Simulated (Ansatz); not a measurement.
Relaxation of C₂H₈OZn (12 atoms, charge 0, multiplicity 1), to a largest force component of 0.03 eV/Å in at most 50 steps.

Theory: RKS revPBE-D4/def2-SVP in Ansatz 0.2.0.

```xyz
12
Properties=species:S:1:pos:R:3
Zn -0.465 -0.193 -0.364
O 0.207 -0.113 1.366
C 1.439 -0.686 1.730
C -1.303 -0.247 -2.115
H -0.306 2.027 0.804
H -0.581 2.534 0.394
H 2.329 -0.168 1.279
H 1.569 -0.620 2.839
H 1.534 -1.772 1.470
H -1.815 -1.217 -2.281
H -2.057 0.563 -2.201
H -0.553 -0.108 -2.921
```

Where does it end, and by what steps?

The run converged. The force dipped under the threshold on the way, but the program's further checks kept it going. After 16 steps the energy has fallen by 0.127 eV; H6 moved furthest, 0.91 Å.

```json
{"step": "0", "energy less start (eV)": "0.0000", "largest force component (eV/Å)": "1.895", "accepted": "yes"}
{"step": "1", "energy less start (eV)": "-0.1006", "largest force component (eV/Å)": "0.420", "accepted": "yes"}
{"step": "2", "energy less start (eV)": "-0.1113", "largest force component (eV/Å)": "0.180", "accepted": "yes"}
{"step": "3", "energy less start (eV)": "-0.1005", "largest force component (eV/Å)": "0.844", "accepted": "no"}
{"step": "4", "energy less start (eV)": "-0.1163", "largest force component (eV/Å)": "0.065", "accepted": "yes"}
{"step": "5", "energy less start (eV)": "-0.1190", "largest force component (eV/Å)": "0.117", "accepted": "yes"}
{"step": "6", "energy less start (eV)": "-0.1210", "largest force component (eV/Å)": "0.248", "accepted": "yes"}
{"step": "7", "energy less start (eV)": "-0.1231", "largest force component (eV/Å)": "0.175", "accepted": "yes"}
{"step": "8", "energy less start (eV)": "-0.1249", "largest force component (eV/Å)": "0.105", "accepted": "yes"}
{"step": "9", "energy less start (eV)": "-0.1251", "largest force component (eV/Å)": "0.159", "accepted": "yes"}
{"step": "10", "energy less start (eV)": "-0.1260", "largest force component (eV/Å)": "0.083", "accepted": "yes"}
{"step": "11", "energy less start (eV)": "-0.1262", "largest force component (eV/Å)": "0.031", "accepted": "yes"}
{"step": "12", "energy less start (eV)": "-0.1264", "largest force component (eV/Å)": "0.014", "accepted": "yes"}
{"step": "13", "energy less start (eV)": "-0.1266", "largest force component (eV/Å)": "0.032", "accepted": "yes"}
{"step": "14", "energy less start (eV)": "-0.1267", "largest force component (eV/Å)": "0.024", "accepted": "yes"}
{"step": "15", "energy less start (eV)": "-0.1268", "largest force component (eV/Å)": "0.018", "accepted": "yes"}
{"step": "16", "energy less start (eV)": "-0.1269", "largest force component (eV/Å)": "0.027", "accepted": "yes"}
```

```xyz
12
Properties=species:S:1:pos:R:3
Zn -0.578 -0.385 -0.457
O -0.008 -0.314 1.261
C 1.313 -0.559 1.679
C -1.361 -0.424 -2.230
H -0.002 2.051 1.087
H 0.085 2.804 0.952
H 2.042 0.218 1.329
H 1.357 -0.552 2.794
H 1.715 -1.552 1.352
H -1.790 -1.423 -2.454
H -2.173 0.328 -2.310
H -0.600 -0.192 -3.004
```

Whether the end is a true minimum wasn't checked by a vibrational analysis.

Time of the run: 19 s on 2 threads of Intel(R) Xeon(R) 6975P-C (Granite Rapids), on a shared host, peak memory 0.17 GiB.
